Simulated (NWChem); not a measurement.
# GeN3H7; SMILES [NH2][GeH]([NH2])[NH2]

```xyz
11

Ge     0.0404     0.0175     0.2699
N      0.5045     1.6777    -0.4161
N      1.0475    -1.4038    -0.3468
N     -1.6504    -0.4258    -0.3467
H      0.3013     0.1179     1.8031
H      0.3137     2.4561     0.2251
H      0.0589     1.8873    -1.3172
H      2.0374    -1.3195    -0.0869
H      1.0063    -1.4890    -1.3700
H     -2.3846     0.2254    -0.0473
H     -1.9366    -1.3744    -0.0765
```
Atoms are numbered in this order, from 1.

All runs: NWChem. Medium grid unless said otherwise, to which SCAN and Minnesota functionals are sensitive. Structure relaxed at the PBE-D3(BJ)/def2-SVP level. Total energies of different functionals are on different scales.

```
level               energy (Ha)  highest occupied level (eV)  orbital gap (eV)  dipole (D)
------------------  -----------  ---------------------------  ----------------  ----------
B3LYP/def2-SVP       -2245.1631                        -6.59              7.55        1.36
PBE/def2-SVP         -2244.5950                        -5.34              5.74        1.31
r2SCAN0/def2-SVP     -2244.9773                        -7.15              8.89        1.42
LRC-wPBEh/def2-SVP   -2244.6966                        -8.79             11.82        1.41
HCTH/407/def2-SVP    -2246.2260                        -5.53              5.74        1.30
B3PW91/def2-SVP      -2245.0782                        -6.64              7.86        1.38
KT2/def2-SVP         -2256.2600                        -5.48              5.72        1.25
OLYP/def2-SVP        -2245.6398                        -5.23              5.64        1.28
```
